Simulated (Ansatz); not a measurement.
Start from `[NH2][Sn][F]` and change one element to get `N[Si]F`.

Ansatz, PBE0-D4/def2-TZVP geometries, multiplicity 1. Each molecule was computed in one conformer, which needn't be the lowest.

Elements past krypton have def2 core potentials.

```tsv
property	`[NH2][Sn][F]`
LUMO energy (PBE0/def2-TZVPP) / eV	-1.87
LUMO energy (B3LYP/def2-TZVPP) / eV	-2.11
HOMO–LUMO gap (B3LYP/def2-TZVPP) / eV	5.23
LUMO energy (PBE/def2-TZVPP) / eV	-2.52
ideal-gas entropy at 298 K and 1 bar (rigid rotor, harmonic PBE0-D4/def2-TZVP) / J/(mol·K)	298
HOMO energy (ωB97M-V/def2-TZVPP) / eV	-9.85
```

Task: What does the change do to each property? (Estimate.)

Result: Ansatz gave: 
```csv
property,`N[Si]F`,shift
LUMO energy (PBE0/def2-TZVPP) / eV,-1.11,0.76
LUMO energy (B3LYP/def2-TZVPP) / eV,-1.31,0.80
HOMO–LUMO gap (B3LYP/def2-TZVPP) / eV,5.68,0.45
LUMO energy (PBE/def2-TZVPP) / eV,-1.92,0.60
"ideal-gas entropy at 298 K and 1 bar (rigid rotor, harmonic PBE0-D4/def2-TZVP) / J/(mol·K)",270,-28
HOMO energy (ωB97M-V/def2-TZVPP) / eV,-9.32,0.53
```

With PBE0 the HOMO rises by 0.44 eV and the LUMO rises by 0.76 eV, so the gap widens by about 0.32 eV. PBE moves the HOMO by 0.26 eV and ωB97M-V by 0.53 eV.

B3LYP here is the variant with VWN-RPA as its local correlation; programs differ in this.
